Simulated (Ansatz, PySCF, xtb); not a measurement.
Pair of molecules: HCl (SMILES Cl) (first 2 atoms) with CH6Si (SMILES C[SiH3]); geometry from B3LYP-D3(BJ)/def2-TZVP, rigid monomers moved along the line of their centres of mass till H2···H9 is 2.59 Å.
(charge 0, multiplicity 1):
```json
[
 {"atom": "Cl", "x (Å)": "0.0439", "y (Å)": "-0.2238", "z (Å)": "-0.1516"},
 {"atom": "H", "x (Å)": "-0.3699", "y (Å)": "-0.7197", "z (Å)": "0.9629"},
 {"atom": "C", "x (Å)": "0.8100", "y (Å)": "0.8520", "z (Å)": "4.2100"},
 {"atom": "Si", "x (Å)": "-0.4431", "y (Å)": "-0.4597", "z (Å)": "4.6709"},
 {"atom": "H", "x (Å)": "1.1336", "y (Å)": "1.4007", "z (Å)": "5.0965"},
 {"atom": "H", "x (Å)": "0.3863", "y (Å)": "1.5663", "z (Å)": "3.5027"},
 {"atom": "H", "x (Å)": "1.6909", "y (Å)": "0.4047", "z (Å)": "3.7467"},
 {"atom": "H", "x (Å)": "0.1283", "y (Å)": "-1.4487", "z (Å)": "5.6143"},
 {"atom": "H", "x (Å)": "-0.8751", "y (Å)": "-1.2092", "z (Å)": "3.4567"},
 {"atom": "H", "x (Å)": "-1.6576", "y (Å)": "0.1377", "z (Å)": "5.2729"}
]
```

Monomers are frozen at their geometry in the pair; levels with a basis set take the counterpoise correction. Rows marked so take none.

Rows in 6-31G*, STO-3G carry no dispersion term and start afresh at each structure (6-31G* with six Cartesian d functions). MP2/6-31G* freezes PySCF's default core.

The values were computed with Ansatz (Gaussian basis) for Hartree–Fock, density functionals and correlated methods; PySCF for 6-31G* rows, STO-3G rows, the dispersion terms; xtb for the GFN methods. Each number belongs to the level named beside it.

```
level                            interaction energy (kcal/mol)
-------------------------------  -----------------------------
GFN2-xTB                                                 -1.03
HF/STO-3G (no counterpoise)                              -0.25
HF/aug-cc-pV(D+d)Z                                       -0.38
r2SCAN/def2-TZVPPD                                       -0.90
r2SCAN-D4/def2-TZVPPD                                    -1.15
B3LYP/6-31G* (no counterpoise)                           -0.69
M06-2X/6-31G* (no counterpoise)                          -1.10
wB97M-V/def2-TZVPPD                                      -1.14
MP2/6-31G*                                          (withheld)
```

Q: What belongs in the gaps?

A: 
- MP2/6-31G*, interaction energy (kcal/mol): -0.76

Ansatz is a quantum-chemistry and plane-wave program.
